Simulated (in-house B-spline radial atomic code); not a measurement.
Mn⁺. Computed with a B-spline radial atomic code. Model: non-relativistic spherical atom: semilocal Troullier-Martins pseudo-atom, one channel per l, against all electrons, high spin, G0W0 and RPA with empty states to l = 8, local potential for every l without a channel, a model core (radius 0 = none) keeps its share of the functional.

What the tables leave out is listed at the end.

The pseudopotential gives back the lowest level of each angular momentum of its own functional in the configuration it was made in; a second state of the same l is only approximately right. Exact exchange, RPA and GW see the smooth pseudo-orbitals and miss the exchange with the core, for which the functional's share stands in. The column with an uncorrelated core keeps all orbitals and exact exchange, and so separates missing core correlation from pseudisation. Only the three outermost levels and the lowest empty one were computed. RPA here is direct RPA, with no exchange kernel, and its energies carry an (l + 1/2)⁻⁴ tail. A hybrid on a potential with a model core restores only its own semilocal share of the core's exchange.

Command:
```bash
python run_psgw.py task.json out
```
Settings (lengths in bohr, energies in hartree):
```
Z                      25
electrons              24
configuration          [Ar] 3d5 4s1
generated_in           [Ar] 3d5 4s2
functional             pbe,pbe
core_shells            4
radius_factor          0.9
core_correction        False
ion_configuration      [Ar] 3d5
```

Run time, properties included: 67 s on 1 thread of Arm Neoverse N1 (shared host).

Given: made with PBE; model core radius 0 bohr; local radius 0.919 bohr; mean-field start PBE.

Valence shells of the generating configuration: 3p, 3d, 4s.

Channel: s 2.27, p 0.681, d 2.049 (radii in bohr).

Computed: largest level miss in the spin-unpolarised generating configuration 0.001 eV; valence RPA correlation energy all-electron orbitals -0.70883 hartree; valence RPA correlation energy pseudo -0.8255 hartree; pseudo-atom RPA polarisability 20.777 bohr³; ionisation by mean-field all-electron 16.104 eV; ionisation by mean-field pseudo minus all 0.002 eV; ionisation by RPA all-electron 16.113 eV.

```json
{"level": "4s up", "occupied": "1", "mean-field all-electron (eV)": "-12.457", "mean-field pseudo minus all (eV)": "0.016", "G0W0 all-electron (eV)": "-16.245", "G0W0 uncorrelated core minus all (eV)": "-0.038", "G0W0 pseudo minus all (eV)": "-0.872", "exchange self-energy all-electron (eV)": "-12.141", "exchange self-energy pseudo (eV)": "-12.392"}
{"level": "3d down (empty)", "occupied": "0", "mean-field all-electron (eV)": "-11.609", "mean-field pseudo minus all (eV)": "0.81", "G0W0 all-electron (eV)": "-6.5809", "G0W0 uncorrelated core minus all (eV)": "0.233", "G0W0 pseudo minus all (eV)": "1.317", "exchange self-energy all-electron (eV)": "-12.284", "exchange self-energy pseudo (eV)": "-7.7435"}
```

Q: What is the ionisation by RPA pseudo minus all?

A: 1.147 eV.

Q: What is the all-electron RPA polarisability, core included?

A: 20.92 bohr³.

Given: mean-field start PBE0.

Computed: valence RPA correlation energy all-electron orbitals -0.66847 hartree; all-electron RPA polarisability, core included 18.239 bohr³; pseudo-atom RPA polarisability 16.795 bohr³; ionisation by mean-field pseudo minus all 0.42 eV; ionisation by RPA all-electron 15.974 eV; ionisation by RPA pseudo minus all 1.235 eV.

| level | occupied | mean-field all-electron (eV) | mean-field pseudo minus all (eV) | G0W0 all-electron (eV) | G0W0 uncorrelated core minus all (eV) | G0W0 pseudo minus all (eV) | exchange self-energy all-electron (eV) | exchange self-energy pseudo (eV) |
| --- | --- | --- | --- | --- | --- | --- | --- | --- |
| 4s up | 1 | -13.131 | -0.339 | -16.121 | -0.035 | -1.058 | -11.911 | -12.818 |
| 3d up | 1 | -18.885 | 0.106 | -23.356 | 0.1 | 0.667 | -39.917 | -33.999 |
| 3p down | 1 | -61.533 | 1.392 | -66.029 | -0.503 | 1.993 | -43.889 | -32.48 |

Q: What is the ionisation by mean-field all-electron?

A: 15.785 eV.

Q: What is the valence RPA correlation energy pseudo?

A: -0.78824 hartree.

Given: mean-field start Hartree-Fock.

Computed: valence RPA correlation energy all-electron orbitals -0.57751 hartree; valence RPA correlation energy pseudo -0.6996 hartree; all-electron RPA polarisability, core included 14.148 bohr³; pseudo-atom RPA polarisability 10.255 bohr³; ionisation by mean-field pseudo minus all 1.782 eV; ionisation by RPA pseudo minus all 1.374 eV.

```
          level  occupied  mean-field all-electron (eV)  mean-field pseudo minus all (eV)  G0W0 all-electron (eV)  G0W0 uncorrelated core minus all (eV)  G0W0 pseudo minus all (eV)  exchange self-energy all-electron (eV)  exchange self-energy pseudo (eV)
          4s up         1                       -14.803                            -1.879                 -15.763                                 -0.025                      -1.422                                 -11.108                           -14.328
          3d up         1                       -25.398                             1.225                 -24.364                                  0.108                       0.956                                 -40.564                           -34.217
        3p down         ?                             ?                                 ?                       ?                                      ?                           ?                                       ?                                 ?
4s down (empty)         0                       -5.8371                            -0.134                 -6.9358                                 -0.009                       0.005                                -0.74102                          -0.70733
```

Q: What belongs in the row 3p down?

A: occupied: 1; mean-field all-electron (eV): -68.535; mean-field pseudo minus all (eV): 4.007; G0W0 all-electron (eV): -67.142; G0W0 uncorrelated core minus all (eV): -0.463; G0W0 pseudo minus all (eV): 2.387; exchange self-energy all-electron (eV): -43.536; exchange self-energy pseudo (eV): -32.309.

Q: What is the ionisation by mean-field all-electron?

A: 14.687 eV.

Q: What is the ionisation by RPA all-electron?

A: 15.664 eV.

Among the listed levels the largest G0W0 shift of the pseudo-atom is +2.39 eV, for 3p down on the Hartree-Fock start, while leaving the core uncorrelated moves that level by -0.46 eV. So pseudisation and the lost core exchange, not the missing core correlation, make the error. Not in the tables (levels of low weight, unsolved or above zero; the highest and the empty levels are kept at any weight): on PBE the G0W0 levels 3d up (pseudo minus all +0.56 eV, weights 0.72 and 0.60), 3p down (pseudo minus all +1.66 eV, weights 0.73 and 0.65).
